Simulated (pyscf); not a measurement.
`[O]=[MoH]([OH])([OH])[Cl]`, singlet

Gas-phase minimum from PySCF at ωB97X-D3(BJ)/def2-SVP, one conformer. 

SMILES: [O]=[MoH]([OH])([OH])[Cl]
```xyz
8

O     -0.1500     0.2513     2.3732
Mo    -0.0854    -0.5688     0.9499
O      0.0594    -2.3220     1.5437
O     -0.8554     0.6553    -0.2151
Cl     1.9296    -0.6113    -0.1748
H     -1.6200    -1.1985     0.6809
H     -0.5070    -3.0899     1.4185
H     -1.6457     0.6091    -0.7624
```
Charge 0, spin multiplicity 1.

Bonded distances (Å): O1–Mo2 1.644, Mo2–O3 1.857, Mo2–O4 1.857, Mo2–Cl5 2.308, Mo2–H6 1.680, O3–H7 0.962, O4–H8 0.962. Angles (°): O1–Mo2–O3 101.4, O1–Mo2–O4 101.4, O1–Mo2–Cl5 117.7, O1–Mo2–H6 106.8, O3–Mo2–O4 148.8, O3–Mo2–Cl5 94.0, O3–Mo2–H6 76.6, O4–Mo2–Cl5 93.9, O4–Mo2–H6 76.6, Cl5–Mo2–H6 135.4, Mo2–O3–H7 131.8, Mo2–O4–H8 131.7.

Properties at ωB97X-D3(BJ)/def2-SVP:

Harmonic wavenumbers, unscaled: 149, 175, 220, 227, 297, 319, 347, 378, 621, 685, 703, 783, 796, 1111, 1123, 2008, 3944, 3948 cm⁻¹
Zero-point energy: 25.5 kcal/mol
Rotational symmetry number: 1
Entropy of this conformer at 298 K and 1 atm, rigid rotor and harmonic oscillator, modes under 100 cm⁻¹ raised to 100: 354.1 J/(mol K)
Dipole moment: 4.15 D

Single-point totals, which compare only within one level:

```json
[
 {"level": "ωB97X-D3(BJ)/def2-TZVP", "total energy (hartree)": "-756.19170"},
 {"level": "PBE/def2-TZVP", "total energy (hartree)": "-755.77682"},
 {"level": "r²SCAN/def2-TZVP", "total energy (hartree)": "-756.06203"},
 {"level": "B3LYP-D3(BJ)/def2-TZVP", "total energy (hartree)": "-756.19566"},
 {"level": "PBE0-D3(BJ)/def2-TZVP", "total energy (hartree)": "-755.73828"},
 {"level": "M06-2X/def2-TZVP", "total energy (hartree)": "-755.89138"},
 {"level": "ωB97M-D3(BJ)/def2-TZVP", "total energy (hartree)": "-756.17809"}
]
```

Soft torsions are taken as harmonic, which can shift the entropy by several J/(mol K). Elements past Kr carry the def2 core potentials, without spin-orbit coupling.
